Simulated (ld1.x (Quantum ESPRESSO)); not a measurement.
# Ranking RRKJ potentials for sulfur

All share these settings but for the change named:

```json
{
  "Element": "S (Z = 16)",
  "Generator": "ld1.x (Quantum ESPRESSO) 7.5",
  "Type": "norm-conserving RRKJ (Kleinman–Bylander form)",
  "Functional": "Wu–Cohen",
  "Relativity": "scalar-relativistic",
  "Frozen core": "[Ne]",
  "Valence charge": "6",
  "Reference configuration": "3s1.5 3p4.5",
  "Partial waves": "3s (bound): rc 1.15 bohr; 3p (bound): rc 1.40 bohr",
  "Local potential": "all-electron potential smoothed inside 1.00 bohr (lloc = -1)",
  "Core correction": "a·sin(br)/r model core inside 1.05 bohr",
  "rho0": "0.01"
}
```

Test errors are all-electron minus pseudo excitation energies from the reference, over 3s2 3p4; 3s2 3p3; 3s2 3p2; 3s2 3p4.3; 3s2 3p0; 3s1 3p5; 3s0 3p6. None of these files shows a bound ghost.

The base gives 445.7 meV.

Of 7 variants that were run, those that failed, showed a ghost or another fault, or gave nearly equal values are left out.

A variant can come out equal or close to the base, since the largest error may sit in a test that the change hardly touches while other tests move.

Q: Rank these variants by their largest absolute test error, smallest first.
A. core correction none
B. core correction a·sin(br)/r model core inside 0.86 bohr
C. core correction a·sin(br)/r model core inside 1.38 bohr

A: B (447.4 meV), C (548.9 meV), A (853.2 meV).
